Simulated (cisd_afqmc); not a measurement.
Input (AFQMC/CISD/def2-SVP; cisd_afqmc is a phaseless AFQMC code with CISD trial states that reads the integrals written by Ansatz):

Ansatz 0.2 input:
```python
import cisd_afqmc

open("ham.yaml", "w").write("""\
crystal:
  periodic: [false, false, false]
  atoms:
    - {symbol: Si, position_ang: [-1.75970509, 0.01797307, -0.00365181]}
    - {symbol: I, position_ang: [0.55884607, -0.00570788, 0.00115974]}
    - {symbol: H, position_ang: [-2.47847676, 1.29880875, -0.00643869]}
    - {symbol: H, position_ang: [-2.50449345, -1.24791426, -0.00390218]}
basis:
  gaussian:
    orbitals: def2-SVP
total_charge: 1
magnetization: {spin_polarized: false}
correlation: {method: ccsd, electrons: outside_noble_gas, hamiltonian_folder: ham}
""")
rep = cisd_afqmc.ansatz("ham.yaml")
e_ccsd = rep["correlation"]["coupled_cluster"]["energy"]["hartree"]
out = cisd_afqmc.run("ham", e_ccsd, trial="CISD", walkers=200, populations=8, threads=8, dt=0.005, steps=40, early=36, settle=10, least=32,
    cut=5e-5, rank_cut=2e-4, target=0.0004, seconds=1500, seed=1, memory=17280, gpu=False)
```

Output:

```
orbitals 40, occupied [6], factors 224 of 605, rank of the doubles 96 of 204
E(HF) = -586.379363
E(CCSD) on the cut factors = -586.586853, shift to the whole factors -0.000012
Energy of the trial state on the determinant = -586.586754
  tau behind 10.8 of longer steps, mean of the populations' last blocks
   2.0  -586.59480
   4.0  -586.59475
   6.0  -586.59365
   8.0  -586.59483
blocks 346 (0 outliers left out), error by blocks joined: 1: 0.00009, 2: 0.00012, 4: 0.00014, 8: 0.00016, 16: 0.00015
E(AFQMC/CISD) = -586.59440 +/- 0.00016
```
